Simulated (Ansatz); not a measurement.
`N[SiH](S)Cl` + CH₄ → `C[SiH](S)Cl` + NH₃ at 600 K and 1 bar (formal exchange of groups at the Si–N bond).

Calculated with Ansatz (gas phase, PBE0-D4/def2-TZVP geometries, no zero-point term in ΔE). CCSD(T)/CBS adds triple-zeta CCSD(T) − MP2 to the extrapolated MP2 energy (def2 sets, frozen cores). This one scheme is used for every species. One conformer a species, not always the lowest.

```
      species  CCSD(T)/CBS energy (Eh)  H − E (kJ/mol)  S (J/(mol·K))
`N[SiH](S)Cl`              -1203.86139           178.4          416.9
          CH₄                -40.46206           140.4          215.7
`C[SiH](S)Cl`              -1187.79090           207.2          426.0
          NH₃                -56.50880           112.4          219.5
```

H − E and S are ideal-gas, rigid-rotor, harmonic terms from PBE0-D4/def2-TZVP, for one conformer and one mirror image of each species. 1 Eh = 2625.50 kJ/mol, R = 8.31446 J/(mol·K).

By hand: ΔE, ΔH, ΔS and ΔG.

ΔE = (-1187.79090) + (-56.50880) − (-1203.86139) − (-40.46206) = 0.02375 Eh = 62.4 kJ/mol. Δ(H − E) = 207.2 + 112.4 − 178.4 − 140.4 = 0.8, so ΔH = 63.2 kJ/mol. ΔS = 426.0 + 219.5 − 416.9 − 215.7 = 12.9 J/(mol·K). ΔG = 63.2 − 600 × (12.9)/1000 = 55.5 kJ/mol.

By hand: the equilibrium constant, and the temperature at which ΔG would vanish if ΔH and ΔS stayed fixed.

log₁₀ K = −ΔG/(RT ln 10) = -4.8. ΔG = 0 at ΔH/ΔS = 4899 K, far beyond where these terms or the molecules hold.

The number of gas molecules stays the same, so ΔS is small and ΔH decides. A doubt of 5 kJ/mol in ΔE shifts log₁₀ K by 0.4 here. Other conformers and mirror images would add mixing entropy, several J/(mol·K) or more a flexible species. These are equilibria of isolated gas molecules and say nothing of rates. Largest T1 diagnostic: 0.010 (customary marks: 0.02 for closed shells, 0.045 for open ones).
